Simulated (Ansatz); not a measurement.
Coupled-cluster diagnostics for (HZn-mu-Cl)2 (Zn2H2Cl2), Ansatz.

Geometry of the singlet (PBE-D4/def2-SVP):

Cartesian coordinates in Å:
```
Cl 0.033 -1.134 1.246
Cl -0.031 1.131 -1.248
Zn 1.508 0.476 0.394
Zn -1.508 -0.476 -0.394
H 2.933 0.928 0.768
H -2.934 -0.924 -0.765
```

Correlated methods freeze 28 core orbitals.

Estimate the CCSD(T) correlation energy, the shares of MP2 and (T), T1 and the reference's ⟨S²⟩ for: charge 0, singlet, own geometry in def2-SVP; and the rough time on 2 threads of Intel Xeon Platinum 8488C on a shared host.


```
                          state     basis  correlation (eV)  MP2 share (%)  (T) share (%)     T1  ⟨S²⟩ (pure)  wall time
charge 0, singlet, own geometry  def2-SVP           -24.184           98.6            2.3  0.011  0.00 (0.00)      8.5 s
```
Customary marks for T1 are 0.02 (closed shells), 0.045 (open shells) and about 0.05 (3d metals). T1 stays under 0.02 throughout.
